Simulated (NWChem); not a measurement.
# MoH5Cl; SMILES [Cl][MoH5]

Computed with NWChem. The level has its own optimisation; frequencies are unscaled.

### Question
What does the run give for Hartree-Fock/STO-3G (all-electron, non-relativistic)? Quantities: r Cl–Mo (Å); highest harmonic frequency (cm⁻¹); lowest (cm⁻¹); zero-point energy (kcal/mol).

### Answer
| Quantity | Result |
|---|---|
| r Cl–Mo (Å) | 2.244 |
| highest harmonic frequency (cm⁻¹) | 2655 |
| lowest (cm⁻¹) | 395 |
| zero-point energy (kcal/mol) | 31.0 |
